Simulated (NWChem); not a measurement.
Molecule: ZrH3I; SMILES [I][ZrH3]

```xyz
5

Zr     0.0000     0.0000     1.3961
I      0.0000     0.0000    -1.2924
H      1.3069     1.1444     1.9990
H     -1.6445     0.5596     1.9990
H      0.3376    -1.7040     1.9990
```
Atoms are numbered in this order, from 1.

The geometry was optimised at PBE0/def2-SVP. def2 effective core potentials on Zr, I; no spin-orbit coupling.

**Question.** List the 6 lowest vertical singlet excitations from Hartree-Fock/def2-SVPD with def2 effective core potentials on Zr, I, TDHF (NWChem).

**Answer.** 
```csv
state,energy (eV),oscillator strength,leading excitation (squared amplitude)
S1,4.93,0.000,HOMO−4 → LUMO+1 (0.33)
S2,5.09,0.000,HOMO−3 → LUMO (0.19)
S3,5.09,0.000,HOMO−4 → LUMO (0.19)
S4,5.53,0.037,HOMO−4 → LUMO+4 (0.27)
S5,5.83,0.013,HOMO−2 → LUMO+4 (0.16)
S6,5.83,0.013,HOMO−2 → LUMO+3 (0.16)
```
